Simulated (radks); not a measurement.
The numbers below are computed, except where a source is named.
Question: The mean radii <r> (bohr) of the occupied orbitals of an atom or ion are listed with their occupations. Level of theory: Dirac Kohn-Sham, PBEsol, spin-unpolarised, spherical densities, finite nucleus; Fermi nuclear charge, rms radius of each element as measured or else 0.836 A^(1/3) + 0.57 fm (a radial shooting solver on a logarithmic mesh with Libxc functionals).

orbital  occ.      <r>
1s1/2       2  0.02508
2s1/2       2   0.1065
2p1/2       2  0.08944
2p3/2       4  0.09543
3s1/2       2   0.2711
3p1/2       2   0.2590
3p3/2       4   0.2691
3d3/2       4   0.2366
3d5/2       1   0.2398
4s1/2       1   0.5350

Name the element and its charge. Open shells, if any, fill j = l - 1/2 first.

Answer: Z = 57, lanthanum, charge +33: La33+ in [Ar] 3d5 4s1. The 1s radius gives Z: for a bare nucleus <r> = (2 gamma + 1)/(2Z) with gamma = sqrt(1 - (Z/c)^2), 0.02473 bohr for Z = 57, and screening makes it slightly larger (0.02508 here). The occupations add up to 24, and the charge is Z minus that.
